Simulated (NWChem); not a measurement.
SnNH$_{3}$, singlet; SMILES [NH2][SnH]

```xyz
5

Sn     0.0324    -0.3224     0.0000
H     -1.7563    -0.3692     0.0000
N      0.0139     1.7047     0.0000
H     -0.8176     2.2867     0.0000
H      0.8572     2.2698     0.0000
```
Atoms are numbered in this order, from 1.

Computed with NWChem. Low-valent species are run as closed-shell singlets; no triplet was tried in these runs. Geometry: optimised at PBE0/def2-SVP. def2 effective core potentials on Sn; no spin-orbit coupling. Ions are spin-unrestricted doublets at the neutral geometry; other ion states weren't tried. Functional: LC-ωPBE (HJS hole) with def2-SVP; rows give the range parameter ω in 1/bohr.

| range parameter (1/bohr) | vertical ionisation energy, ΔSCF (eV) | −ε(HOMO) (eV) | ΔSCF minus −ε(HOMO) (eV) |
|---|---|---|---|
| 0.10 | [?] | [?] | [?] |
| 0.30 | 8.71 | 8.48 | 0.23 |
| 0.35 | 8.74 | 8.71 | 0.03 |
| 0.50 | 8.80 | 9.14 | -0.34 |
| 0.80 | 8.84 | 9.43 | -0.59 |

Question: What belongs in the gaps?

Answer: 
- 0.10, vertical ionisation energy, ΔSCF (eV): 8.61
- 0.10, −ε(HOMO) (eV): 6.80
- 0.10, ΔSCF minus −ε(HOMO) (eV): 1.81
